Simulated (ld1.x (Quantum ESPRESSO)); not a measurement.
**What one change does to a pseudopotential (niobium, TM)**

| Quantity | Value |
| --- | --- |
| Element | niobium |
| Generator | ld1.x (Quantum ESPRESSO) 7.5 |
| Type | norm-conserving Troullier–Martins (Kleinman–Bylander form) |
| Functional | Wu–Cohen |
| Relativity | non-relativistic |
| Frozen core | [Ar] 3d10 |
| Valence charge | 13 |
| Reference configuration | 4s2 4p6 4d5 5s0 5p0 |
| Partial waves | 4s (bound): rc 1.80 bohr; 4p (bound): rc 1.95 bohr; 4d (bound): rc 2.30 bohr |
| Local potential | all-electron potential smoothed inside 1.65 bohr (lloc = -2) |
| Core correction | a·sin(br)/r model core inside 0.95 bohr |

Change: wave 4p (bound): rc 1.95 bohr becomes 4p (bound): rc 2.34 bohr.

Cutoffs: the cutoffs (Ry, on a coarse ladder) from which the occupation-weighted sum of valence levels, in a spherical-Bessel basis at the reference potential, stays within 10 and 1 mRy of its value at 400 Ry; they do not see the model core or the augmentation charge, which bear on the density cutoff. Errors are all-electron minus pseudo energies relative to the spin-unpolarised reference configuration.

Q: What does the change do?

A: The potential gets neither clearly harder nor softer (40 Ry and 55 Ry → 40 Ry and 55 Ry); the s channel sets the loose cutoff, while the largest relative change is in p, which becomes harder; of the 7 tests that both files solve, the error grows in 1 and shrinks in 1 by more than 15 % and 0.3 meV (median size 22.7 → 27.0 meV); neither file shows a bound ghost.

```tsv
quantity	base	changed
cutoff, loose	40 Ry	40 Ry
cutoff, tight	55 Ry	55 Ry
loose cutoff by channel (10 mRy a level)	s 25 Ry, p 18 Ry, d 25 Ry	s 25 Ry, p 21 Ry, d 25 Ry
bound ghosts	none	none
error for 4s2 4p6 4d4 5s1 5p0, meV [ΔE -0.88 eV]	-395	-395
error for 4s2 4p6 4d4 5s0 5p0, meV [ΔE 5.41 eV]	-0.6	-0.6
error for 4s2 4p6 4d3 5s0 5p0, meV [ΔE 19.63 eV]	-1.3	-1.0
error for 4s2 4p6 4d4 5s0.5 5p0, meV [ΔE 1.62 eV]	-231	-231
error for 4s2 4p6 4d1 5s0 5p0, meV [ΔE 82.01 eV]	+84	+91
error for 4s2 4p6 4d2 5s0 5p0, meV [ΔE 44.67 eV]	+14	+16
error for 4s2 4p6 4d4 5s0 5p1, meV [ΔE 1.89 eV]	+23	+27
```
